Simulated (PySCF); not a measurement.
Gas-phase reaction: WO3 + 4 ClO → WOCl4 + 6 O

Computed with PySCF and rigid-rotor harmonic-oscillator thermochemistry at 1 bar. † marks an energy on the PBE0/def2-TZVP geometry and frequencies; other levels use their own. Open shells (unrestricted): ClO (multiplicity 2), O (multiplicity 3); the rest are closed-shell singlets. Spin-orbit splitting is ignored; it lowers the true energy and changes the entropy of ClO, O. B3LYP is the form with VWN-RPA correlation. W: scalar-relativistic def2 core potential, no spin-orbit coupling.

```csv
level,"ΔH°(298 K), kJ"
B3LYP/def2-TZVP†,?
M06-2X/def2-TZVP†,755
PBE/def2-TZVP†,1094
PBE0/def2-QZVP†,?
PBE0/def2-TZVP,792
r2SCAN/def2-TZVP†,?
ωB97M-V/def2-TZVP†,780
```

**Question.** Complete the blanks.

**Answer.** 
- B3LYP/def2-TZVP†, ΔH°(298 K), kJ: 845
- PBE0/def2-QZVP†, ΔH°(298 K), kJ: 807
- r2SCAN/def2-TZVP†, ΔH°(298 K), kJ: 846
